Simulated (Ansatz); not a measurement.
**From Si to Sn: the atomisation energy (no zero-point term)**

Gas-phase molecules, one atom swapped for its congeners: SiH(CH3)(NH2); GeH(CH3)(NH2); SnH(CH3)(NH2). All are doublets with charge 0.

Shapes, held fixed at every level: PBE0-D4/def2-TZVP. Flexible molecules stand in one conformer, not always the lowest. Programs: Ansatz 0.2.0. Values in eV.

```csv
level,SiH(CH3)(NH2),SnH(CH3)(NH2)
HF/def2-SVP,22.88,19.98
HF/def2-TZVPP,23.04,20.20
r2SCAN-D4/def2-TZVPP,31.61,28.91
BHLYP-D4/def2-TZVPP,30.96,28.19
r2SCAN0-D4/def2-TZVPP,31.26,28.47
CCSD(T)/def2-TZVPP,30.66,28.21
```

**Question.** Estimate the column for GeH(CH3)(NH2) from its neighbours.

**Answer.** The mean of the neighbours at CCSD(T)/def2-TZVPP is 29.44 eV, against 29.46 from the run. All rows: HF/def2-SVP 21.43; HF/def2-TZVPP 21.47; r2SCAN-D4/def2-TZVPP 30.20; BHLYP-D4/def2-TZVPP 29.43; r2SCAN0-D4/def2-TZVPP 29.80; CCSD(T)/def2-TZVPP 29.46 eV. At CCSD(T)/def2-TZVPP the atomisation energy falls at every step, from 30.66 to 28.21 eV. Every level shows the same order. Open shells run unrestricted. For atoms past krypton def2 sets carry core potentials with scalar relativity. Relativity is left out for Ge. Outer-core shells of Ge, Sn are correlated, in sets that cover them unevenly. Spin-orbit coupling, which grows down the group, is left out (summed over each molecule's free atoms 0.02, 0.12, 0.31 eV). Coupled cluster in double- or triple-zeta sets underbinds by a few per cent against its basis-set limit.
